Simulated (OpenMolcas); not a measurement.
## V: input and output

Input:

```
&GATEWAY
Coord
1

V 0.0 0.0 0.0
Basis=ANO-RCC-VDZP
Group=XYZ
NoMove
AngMom=0.0 0.0 0.0
AMFI
&SEWARD
* reference wave functions (RASSCF and RASSI steps not shown): 3 electrons in 5 orbitals (3d)
>>> COPY JOB001 $Project.JobIph
&CASPT2
Multistate=10 1 2 3 4 5 6 7 8 9 10
Frozen=3 6
IPEA=0.25
Imaginary=0.1
MaxIter=60
WThr=0.0 0.3 0.05
PrWF=0.5
NoMix
>>> COPY JOB002 $Project.JobIph
&CASPT2
Multistate=40 1 2 3 4 5 6 7 8 9 10 11 12 13 14 15 16 17 18 19 20 21 22
23 24 25 26 27 28 29 30 31 32 33 34 35 36 37 38 39 40
Frozen=3 6
IPEA=0.25
Imaginary=0.1
MaxIter=60
WThr=0.0 0.3 0.05
PrWF=0.5
NoMix
```

Launched by
```bash
OMP_NUM_THREADS=1 MOLCAS_MEM=1689 MOLCAS_PROJECT=a pymolcas a.inp > a.log  # once for each step of the input, in one work folder
```

Output, cut to the results:

```
--- CASPT2 ---
Orbital specifications:
      -----------------------

      Symmetry species                           1   2
                                                ag  au
      Frozen orbitals                            3   6
      Inactive orbitals                          1   0
      Active orbitals                            5   0
      Secondary orbitals                         6  13
      Deleted orbitals                           0   0
      Number of basis functions                 15  19
Type of calculation                        MS-CASPT2
      Fock operator                              state-specific
      IPEA shift                                 0.25
      Real shift                                 0.00
      Imaginary shift                            0.10
      The input orbitals will be transformed to quasi-canonical
Reference energy:        -948.1294057273
      E2 (Non-variational):      -0.0520002531
      Shift correction:          -0.0006003545
      E2 (Variational):          -0.0526006076
      Total energy:            -948.1820063349
      Residual norm:              0.0000009662
      Reference weight:           0.95611
      Contributions to the CASPT2 correlation energy
      Active & Virtual Only:         -0.0197645734
      One Inactive Excited:          -0.0147959495
      Two Inactive Excited:          -0.0174397302
Reference energy:        -948.1294057273
      E2 (Non-variational):      -0.0513191213
      Shift correction:          -0.0005760159
      E2 (Variational):          -0.0518951373
      Total energy:            -948.1813008646
      Residual norm:              0.0000005503
      Reference weight:           0.95732
      Contributions to the CASPT2 correlation energy
      Active & Virtual Only:         -0.0192481547
      One Inactive Excited:          -0.0146380452
      Two Inactive Excited:          -0.0174329214
::    CASPT2 Root  1     Total energy:   -948.18200633
::    CASPT2 Root  2     Total energy:   -948.18130086
::    CASPT2 Root  3     Total energy:   -948.18092357
::    CASPT2 Root  4     Total energy:   -948.18107833
::    CASPT2 Root  5     Total energy:   -948.18384013
::    CASPT2 Root  6     Total energy:   -948.18074953
::    CASPT2 Root  7     Total energy:   -948.18312943
::    CASPT2 Root  8     Total energy:   -948.12607604
::    CASPT2 Root  9     Total energy:   -948.12607601
::    CASPT2 Root 10     Total energy:   -948.12607602
::    MS-CASPT2 Root  1     Total energy:   -948.18386930
::    MS-CASPT2 Root  2     Total energy:   -948.18327762
::    MS-CASPT2 Root  3     Total energy:   -948.18202001
::    MS-CASPT2 Root  4     Total energy:   -948.18141676
::    MS-CASPT2 Root  5     Total energy:   -948.18109030
::    MS-CASPT2 Root  6     Total energy:   -948.18070828
::    MS-CASPT2 Root  7     Total energy:   -948.18066867
::    MS-CASPT2 Root  8     Total energy:   -948.12607229
::    MS-CASPT2 Root  9     Total energy:   -948.12606911
::    MS-CASPT2 Root 10     Total energy:   -948.12606393
--- CASPT2 ---
Orbital specifications:
      -----------------------

      Symmetry species                           1   2
                                                ag  au
      Frozen orbitals                            3   6
      Inactive orbitals                          1   0
      Active orbitals                            5   0
      Secondary orbitals                         6  13
      Deleted orbitals                           0   0
      Number of basis functions                 15  19
Type of calculation                        MS-CASPT2
      Fock operator                              state-specific
      IPEA shift                                 0.25
      Real shift                                 0.00
      Imaginary shift                            0.10
      The input orbitals will be transformed to quasi-canonical
Reference energy:        -948.0659697878
      E2 (Non-variational):      -0.0596845064
      Shift correction:          -0.0007239824
      E2 (Variational):          -0.0604084888
      Total energy:            -948.1263782766
      Residual norm:              0.0000005319
      Reference weight:           0.94785
      Contributions to the CASPT2 correlation energy
      Active & Virtual Only:         -0.0267827021
      One Inactive Excited:          -0.0154320218
      Two Inactive Excited:          -0.0174697825
Reference energy:        -948.0659697878
      E2 (Non-variational):      -0.0598369511
      Shift correction:          -0.0007448791
      E2 (Variational):          -0.0605818302
      Total energy:            -948.1265516180
      Residual norm:              0.0000006517
      Reference weight:           0.94747
      Contributions to the CASPT2 correlation energy
      Active & Virtual Only:         -0.0269552038
      One Inactive Excited:          -0.0154341865
      Two Inactive Excited:          -0.0174475607
::    CASPT2 Root  1     Total energy:   -948.12637828
::    CASPT2 Root  2     Total energy:   -948.12655162
::    CASPT2 Root  3     Total energy:   -948.12650066
::    CASPT2 Root  4     Total energy:   -948.12656551
::    CASPT2 Root  5     Total energy:   -948.12654018
::    CASPT2 Root  6     Total energy:   -948.12650065
::    CASPT2 Root  7     Total energy:   -948.12647308
::    CASPT2 Root  8     Total energy:   -948.12643228
::    CASPT2 Root  9     Total energy:   -948.12644733
::    CASPT2 Root 10     Total energy:   -948.10510267
::    CASPT2 Root 11     Total energy:   -948.10339201
::    CASPT2 Root 12     Total energy:   -948.10649540
::    CASPT2 Root 13     Total energy:   -948.10450922
::    CASPT2 Root 14     Total energy:   -948.10366694
::    CASPT2 Root 15     Total energy:   -948.10706446
::    CASPT2 Root 16     Total energy:   -948.10548646
::    CASPT2 Root 17     Total energy:   -948.10477178
::    CASPT2 Root 18     Total energy:   -948.10661188
::    CASPT2 Root 19     Total energy:   -948.10430272
...
```

Levels above the lowest, from the spin-orbit matrix with the single-state CASPT2 energies, averaged by term, on its diagonal:

```
Configuration   Term     J  E (cm⁻¹)  Measured (cm⁻¹)      g  Term weight %    Second
      3d³ 4s²     ⁴F   3/2       0.0              0.0  0.399            100          
      3d³ 4s²     ⁴F   5/2       149              137  1.029            100          
      3d³ 4s²     ⁴F   7/2       355              323  1.239            100          
      3d³ 4s²     ⁴F   9/2       612              553  1.334            100          
      3d³ 4s²     ²G   7/2     12380                   0.889            100          
      3d³ 4s²     ⁴P   1/2     12440             9545  2.666            100          
      3d³ 4s²     ⁴P   3/2     12520             9637  1.733             99          
      3d³ 4s²     ²G   9/2     12600                   1.111            100          
      3d³ 4s²     ⁴P   5/2     12680             9825  1.601            100          
      3d³ 4s²  ²D(1)   3/2     16510                   0.910             80     20 ²P
      3d³ 4s²  ²D(1)   5/2     16940                   1.201            100          
      3d³ 4s²     ²P   1/2     17000                   0.670            100          
      3d³ 4s²     ²H   9/2     17250                   0.910            100          
      3d³ 4s²     ²P   3/2     17360                   1.226             79  20 ²D(1)
      3d³ 4s²     ²H  11/2     17420                   1.091            100          
      3d³ 4s²     ²F   7/2     29010                   1.143            100          
      3d³ 4s²     ²F   5/2     29110                   0.857            100          
      3d³ 4s²  ²D(2)   5/2     43540                   1.200            100          
      3d³ 4s²  ²D(2)   3/2     43650                   0.800            100
```

Against the 6 measured excited levels shown (NIST Handbook of Basic Atomic Spectroscopic Data) the mean absolute deviation is 1500 cm-1; the largest miss in energy is 3d³ 4s² ⁴P_1/2: computed 12440, measured 9545 cm⁻¹ (+30.4 %).

CASPT2 breaks the degeneracy within a term, and the mean is taken; among the terms shown or strongly mixed into the levels shown the widest spread is 750 cm-1 (3d³ 4s² ²H). With the s shell closed, the reference lacks s² → p², s² → d² and s → d mixing, so excited terms can stand far too high and out of order, with CASPT2 too. The CASPT2 spread within a term exceeds the gap to the next term for 3d³ 4s² ²P and 3d³ 4s² ²H, so the order of their levels is uncertain. Some terms miss by over 15 % even with CASPT2, which points to a basis or an active space too small for the shells correlated. Measured partners are found by configuration, term and J. A level has none where our copy of the source lacks it or the pairing is in doubt (some pairs that miss far off the trend of their configuration count as doubtful), and it then counts in no deviation. Only configurations of the active space appear.

The CASPT2 steps took 4.2 s on 1 thread of AMD EPYC 9R14 (Zen 4), with other jobs on the host; the integral step is not counted.

The term weight is that of the spin-free term in the level, not the purity of its configuration. A number in round brackets counts repeated terms of one configuration in the order of the reference energies.
